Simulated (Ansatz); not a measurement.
Reactions of BrH$_{4}$NSn, SMILES `[NH2][SnH2][Br]`.

Calculated with Ansatz (gas phase, PBE0-D4/def2-TZVP geometries, no zero-point term in ΔE). CCSD(T)/CBS adds triple-zeta CCSD(T) − MP2 to the extrapolated MP2 energy (def2 sets, frozen cores). This one scheme is used for every species. DFT in def2-TZVPP. B3LYP here is the variant with VWN-RPA as its local correlation; programs differ in this. Elements past krypton have def2 core potentials. For Br, Ge, Sn outer-core shells are correlated without core-valence functions, which leaves a few kJ/mol of doubt a bond. Scalar relativity is left out up to krypton. Each species was taken in one conformer, which may not be the lowest.

| reaction | ωB97M-V (kcal/mol) | B2PLYP (kcal/mol) | PBE0-D4 (kcal/mol) | B3LYP-D4 (kcal/mol) |
| --- | --- | --- | --- | --- |
| `[NH2][SnH2][Br]` + `FC(F)(Cl)C[SiH3]` → `[NH2][SnH2][CH2][SiH3]` + `FC(F)(Cl)Br` | 42.1 | 42.3 | 41.6 | 41.7 |
| `[NH2][SnH2][Br]` + `CO[SiH2]C[SiH3]` → `C[O][SnH2][NH2]` + `[SiH3]C[SiH2]Br` | 19.9 | 19.9 | 19.4 | 20.2 |
| `[NH2][SnH2][Br]` + `C=[CH][GeH3]` → `[NH2][SnH3]` + `C=[C]([GeH3])Br` | 37.6 | 37.5 | 37.1 | 37.2 |
| `[NH2][SnH2][Br]` + CH₃OH → `C[O][SnH2][NH2]` + HBr | 20.6 | 20.1 | 21.9 | 20.1 |

(1) Give the CCSD(T)/CBS values in the same order. (Best estimate.)

Largest T1 diagnostic: 0.013, for `C[O][SnH2][NH2]`.

Answers

(1) Ansatz gave: 41.9, 18.8, 38.6, 20.1 kcal/mol.
